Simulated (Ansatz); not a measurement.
The same path of C2H6BFSi (11 atoms, charge 0, multiplicity 1) was run twice with different band settings. The coordinate that changes most is the dihedral H6–B1–C2–Si4.

Theory: RKS r2SCANh/cc-pVDZ in Ansatz.

Relaxed end points:

```xyz
11
Properties=species:S:1:pos:R:3
B -0.864 1.440 -0.124
C 0.019 0.172 -0.254
C 0.683 -0.039 -1.416
Si 0.202 -1.043 1.155
F -1.268 -1.730 1.460
H -0.991 2.167 -1.080
H -1.417 1.720 0.911
H 1.334 -0.906 -1.584
H 0.599 0.667 -2.251
H 1.146 -2.142 0.791
H 0.620 -0.361 2.413
```

```xyz
11
Properties=species:S:1:pos:R:3
B -0.866 1.439 -0.125
C 0.020 0.172 -0.253
C 0.686 -0.037 -1.414
Si 0.202 -1.044 1.155
F -1.270 -1.724 1.464
H -1.426 1.717 0.906
H -0.988 2.167 -1.081
H 1.338 -0.903 -1.582
H 0.601 0.669 -2.249
H 1.141 -2.147 0.788
H 0.627 -0.365 2.413
```

Common settings: movable images 5; climbing image yes; spring 5.0 eV/Å²; start path through a guess of the saddle point; force threshold 0.05 eV/Å; iteration limit 60; end points relaxed.

| run | optimiser | largest step |
| --- | --- | --- |
| 1 | quadratic models (default) | default |
| 2 | lbfgs | 0.02 Å |

(1) What does each run give, and how far can it be trusted?

## Answers

(1) Run 1: converged after 17 iterations, highest image 0.152 eV above the first end. A vibrational analysis at the climbing image gives one clearly imaginary mode, 167i cm⁻¹: a first-order saddle point.
Run 2: converged after 33 iterations, highest image 0.182 eV above the first end. The order of the stationary point at the top wasn't checked.
